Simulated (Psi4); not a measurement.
Pair of molecules, SMILES F with SMILES [H][H] (the first has 2 atoms); geometry from B3LYP-D3(BJ)/def2-TZVP, rigid monomers moved along the line of their centres of mass till H2···H3 is 1.78 Å.
(charge 0, multiplicity 1):
```xyz
4

F      0.06905     0.09157    -0.12666
H      0.10901     0.08216     0.79901
H      0.55901     0.08224     2.52046
H     -0.18559     0.04384     2.55334
```

Method: SAPT0/jun-cc-pV(D+d)Z (Psi4).

Task: Which attractive term is largest, and how does the interaction split up?

Result: electrostatics -107.4, exchange 208.4, induction -85.0, dispersion -37.0, total -21.0 meV; the largest attraction is electrostatics.
